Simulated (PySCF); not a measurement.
## Fe: ionisation energy

Fe [Ar] 3d6 4s2 (5D) → Fe⁺ [Ar] 3d6 4s1 (6D), as a difference of total energies. Calculation: PySCF 2.14, in x2c-TZVPall (6s5p4d1f, 48 functions); scalar relativity by spin-free X2C-1e. Correlated levels: valence: [Ar] frozen. The calculations carry no spin-orbit coupling.

```tsv
method	ionisation energy (eV)	error (eV)
UHF	6.438	-1.466
PBE0	7.660	-0.244
B3LYP	8.065	+0.161
MP2 (valence)	7.345	-0.559
SCS-MP2 (valence)	7.501	-0.403
```

Reference: 7.904 eV (measured; NIST levels, between the centres of gravity of the two terms).

Errors of the correlated levels include the incompleteness of this basis and the frozen core.

MP2 underrates the near-degeneracy of ns² with np² in the lower species.
